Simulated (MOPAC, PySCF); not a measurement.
C₂HNO, SMILES `N=C=C=O`, neutral singlet in the gas phase. 

Cartesian coordinates (Å):
SMILES: O=C=C=N
```xyz
5

N     -1.3871    -0.3957    -0.0839
C     -0.1534    -0.3883    -0.2241
C      1.0580     0.0990    -0.3086
O      2.2142     0.1951    -0.4300
H     -1.7887     0.5352     0.0653
```
Charge 0, multiplicity 1.

All levels are single points at this geometry (CAM-B3LYP-D3(BJ)/def2-TZVP); Pople sets use spherical d functions. Orbital energies aren't observables, and empty levels follow the basis.

```csv
level,HOMO (eV),LUMO (eV),gap (eV),dipole (D),"vertical IE, Delta-SCF (eV)"
CAM-B3LYP-D3(BJ)/def2-TZVP in PySCF,-7.82,-2.31,5.52,1.92,9.11
B3LYP/6-31G* in PySCF,-5.95,-3.38,2.57,1.92,8.88
PBE/6-31G* in PySCF,-4.85,-4.15,0.69,1.85,8.67
SVWN5/6-31G* in PySCF,-4.95,-4.39,0.56,1.93,8.85
HF/3-21G in PySCF,-9.16,0.90,10.06,2.45,–
PM6 in MOPAC,-9.29,-1.46,7.83,2.33,–
```
